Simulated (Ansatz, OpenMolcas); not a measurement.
## Predicting a hybrid from its neighbours: CH6BNO2

CH6BNO2 has 11 atoms, charge 0, and is taken as a singlet. SMILES: `OBNCO`. The coordinates come from a PBE0-D4/def2-TZVP relaxation. This is a higher conformer, about 10 kJ/mol above the lowest found by a separate search.

The HOMO–LUMO gap y, in eV, basis def2-SVP; a is the functional's share of exact exchange. Programs: Ansatz 0.2.0, OpenMolcas 26.06.

```
functional     program     a  y (eV)
       PBE      Ansatz     0    5.98
      TPSS  OpenMolcas     0    6.32
     B3LYP      Ansatz   0.2       ?
      PBE0      Ansatz  0.25    8.44
   r2SCAN0      Ansatz  0.25    9.08
     BHLYP      Ansatz   0.5   10.61
```

Q: Fit y = c + s·a to the known rows and predict B3LYP.

A: 
1. Means of the 5 rows: a = 0.2000, y = 8.086.
2. Σ(Δa)² = 0.175, Σ(Δa·Δy) = 1.599, so the slope is 1.599/0.175 = 9.1371.
3. Intercept: 8.086 − (9.1371) × 0.2000 = 6.259. The largest residual of the fit is 0.54.
4. B3LYP: 6.259 + (9.1371) × 0.2 = 8.09 eV.

The run gave 7.81 eV, so the prediction is off by +0.28 eV, within the largest residual. Exact exchange lowers occupied levels and raises empty ones. The rows mix families of semi-local functionals, which the line can't see.
